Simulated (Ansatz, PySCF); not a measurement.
Spin gap between two states, R1 and P1; the higher of the two is an excited state, each structure at its B3LYP-D3(BJ)/def2-TZVP stationary point, reached from a drawn start (curvature not checked).
R1, C4H4 (SMILES C1=CC=C1) (charge 0, multiplicity 1):
```xyz
8

C      0.6649     0.7882     0.0000
C      0.6649    -0.7882     0.0000
C     -0.6649     0.7882     0.0000
C     -0.6649    -0.7882     0.0000
H      1.4295     1.5502     0.0000
H      1.4295    -1.5502     0.0000
H     -1.4295     1.5502     0.0000
H     -1.4295    -1.5502     0.0000
```
P1, C4H4 (SMILES C1=CC=C1) (charge 0, multiplicity 3):
```
atom    x (Å)    y (Å)   z (Å)
----  -------  -------  ------
C      0.7188   0.7188  0.0000
C      0.7188  -0.7188  0.0000
C     -0.7188   0.7188  0.0000
C     -0.7188  -0.7188  0.0000
H      1.4811   1.4812  0.0000
H      1.4811  -1.4812  0.0000
H     -1.4811   1.4812  0.0000
H     -1.4811  -1.4812  0.0000
```

P less R. No zero-point or thermal terms; singlets are restricted closed shells; open shells are unrestricted.

Run with Ansatz (Gaussian orbitals); PySCF for the D3/D4 terms. All values are computed, each at the level named.

Task: One of these levels gives 3.24 kcal/mol for the spin gap. Name it.
A. r2SCAN-D3(BJ)/def2-TZVPP
B. BHLYP-D4/def2-TZVPP
C. SVWN5/def2-TZVPP
D. B3LYP-D3(BJ)/def2-TZVPP

Result: B, BHLYP-D4/def2-TZVPP. The others give 8.72 (SVWN5/def2-TZVPP), -1.16 (r2SCAN-D3(BJ)/def2-TZVPP), 5.95 (B3LYP-D3(BJ)/def2-TZVPP)

Ansatz is a first-principles code.
